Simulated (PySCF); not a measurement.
Fine-structure interval of Sc²⁺ by level of theory

Sc²⁺ [Ar] 3d1 [3d3/2^1, M_J = 3/2] → Sc²⁺ [Ar] 3d1 [3d5/2^1, M_J = 5/2], as a difference of total energies. Calculation: PySCF 2.14, in x2c-TZVPPall-2c (6s7p4d2f1g, 70 functions); the two-component X2C-1e Hamiltonian. Correlated levels: [Ne] frozen. "Screened" scales the spin-orbit matrix elements by Boettger's factors to mimic the two-electron term; Breit and QED terms are absent.

```csv
method,fine-structure interval (cm⁻¹)
GHF (screened spin-orbit),299.41
GMP2 (screened spin-orbit),116.32
GHF (bare spin-orbit),512.83
```

GHF and GMP2 differ strongly here because the two determinants are spin-polarised to different degrees; the interval is a small difference of such terms.
